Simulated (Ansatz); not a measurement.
Calculated with Ansatz (gas phase, PBE0-D4/def2-TZVP geometries, no zero-point term in ΔE). CBS: MP2 limit from def2 TZ/QZ plus the TZ coupled-cluster correction, frozen cores. DFT in def2-TZVPP. B3LYP here is the variant with VWN-RPA as its local correlation; programs differ in this. Each species was taken in one conformer, which may not be the lowest.

`N[SiH](O)BO` + `CN([SiH3])[SiH3]` → `OBN([SiH3])[SiH3]` + `C[SiH](N)O`  (redistribution)

```
             level  ΔE (kJ/mol)  difference from CCSD(T)/CBS
            PBE-D4       -220.2                         15.7
         r2SCAN-D4       -239.7                         -3.8
           PBE0-D4       -228.5                          7.4
          B3LYP-D4       -229.4                          6.5
           ωB97X-V       -228.3                          7.6
           ωB97M-V       -239.0                         -3.1
            B2PLYP       -234.2                          1.7
               PBE       -219.6                         16.3
            r2SCAN       -239.6                         -3.7
              PBE0       -228.1                          7.8
             B3LYP       -228.3                          7.6
     HF/def2-TZVPP       -239.1                         -3.2
    MP2/def2-TZVPP       -243.2                         -7.3
SCS-MP2/def2-TZVPP       -236.2                         -0.3
   CCSD/def2-TZVPP       -234.6                          1.3
CCSD(T)/def2-TZVPP       -234.0                          1.9
     HF/def2-QZVPP       -239.5                         -3.6
    MP2/def2-QZVPP       -244.4                         -8.5
SCS-MP2/def2-QZVPP       -237.6                         -1.7
      HF/CBS(def2)       -239.6                         -3.7
     MP2/CBS(def2)       -245.1                         -9.2
    CCSD/CBS(def2)       -236.5                         -0.6
       CCSD(T)/CBS       -235.9                            0
```

Largest T1 diagnostic among the species: 0.013.

From PBE to PBE0 (25 % exact exchange), in def2-TZVPP and without D4, ΔE moves by −8.5 kJ/mol.
